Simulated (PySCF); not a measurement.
Si(H)(F)(Br)(OMe) (CH4BrFOSi), SMILES CO[SiH](F)Br.

Coordinates come from a PBE0-D3(BJ)/def2-SVP optimisation. The structure was generated by enumeration, and PubChem lists no compound with its InChIKey, so it may never have been made. One conformer was computed; it need not be the lowest.

Method: TDDFT-CAM-B3LYP/def2-SVPD in PySCF 2.14.0.

Vertical excitations. The molecule is in vacuum.

Computed lowest excited states:
```tsv
state	energy (eV)	λ (nm)	f	main pairs
S1	7.56	164	0.035	HOMO→LUMO 57 %, HOMO−1→LUMO 25 %
S2	7.59	163	0.021	HOMO−1→LUMO 55 %, HOMO→LUMO 24 %
S3	8.17	152	0.018	HOMO−2→LUMO 37 %, HOMO−2→LUMO+1 30 %, HOMO→LUMO+1 10 %, HOMO−1→LUMO+1 7 %
S4	8.30	149	0.003	HOMO→LUMO+2 39 %, HOMO−1→LUMO+2 37 %
S5	8.39	148	0.004	HOMO→LUMO+2 28 %, HOMO−1→LUMO+2 16 %, HOMO−2→LUMO 13 %, HOMO−2→LUMO+2 8 %
S6	8.53	145	0.051	HOMO−1→LUMO+1 35 %, HOMO−2→LUMO 12 %, HOMO→LUMO+1 7 %, HOMO−1→LUMO+4 6 %
S7	8.63	144	0.021	HOMO−2→LUMO+1 16 %, HOMO−2→LUMO+2 15 %, HOMO→LUMO+1 13 %, HOMO−3→LUMO 8 %
S8	8.65	143	0.066	HOMO→LUMO+1 22 %, HOMO−1→LUMO+1 18 %, HOMO→LUMO+3 17 %, HOMO−1→LUMO+3 13 %
S9	8.76	142	0.009	HOMO−2→LUMO+2 39 %, HOMO−3→LUMO+1 9 %, HOMO−2→LUMO+1 6 %, HOMO−2→LUMO 6 %
S10	8.80	141	0.102	HOMO−1→LUMO+3 16 %, HOMO−2→LUMO+2 15 %, HOMO−3→LUMO 15 %, HOMO−3→LUMO+1 14 %
T1	7.04	176	0	HOMO→LUMO 46 %, HOMO−1→LUMO 31 %
T2	7.09	175	0	HOMO−1→LUMO 44 %, HOMO→LUMO 28 %
T3	7.91	157	0	HOMO−2→LUMO 48 %, HOMO−2→LUMO+1 12 %
T4	7.94	156	0	HOMO−2→LUMO+2 21 %, HOMO−2→LUMO+1 17 %, HOMO−2→LUMO+4 10 %, HOMO→LUMO+1 8 %
```
Triplets are in the Tamm–Dancoff approximation, which puts them higher than full response would, so one can lie above its singlet here.
